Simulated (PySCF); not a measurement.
Electron correlation in Pt⁶⁷⁺ (platinum, charge +67)

[Ne] 3s1, 2S determinant. All numbers are calculated (PySCF 2.14, no relativity, point nucleus, in an even-tempered Gaussian basis (16 s from 20 bohr⁻², ratio 2.5; 10 p from 26 bohr⁻², ratio 2.5; 4 d from 95 bohr⁻², ratio 2.7; 4 f from 140 bohr⁻², ratio 2.7)). Frozen: 1s2; 9 electrons correlated; the 17 highest virtual orbitals of each spin left out.

```tsv
level	correlation energy (mhartree)
CCSD	-321.27
(T)	-0.04
CCSD(T)	-321.31
```

Diagnostics: T1 = 3.2e-05, D1 = 0.0001, largest double amplitude 0.002.

Task: Is a single reference adequate?

Result: Yes, within this model without spin-orbit coupling: T1 lies below 0.03 and no double amplitude reaches 0.07.

At this charge a non-relativistic calculation is a model, useful for the Z dependence of the correlation energy.
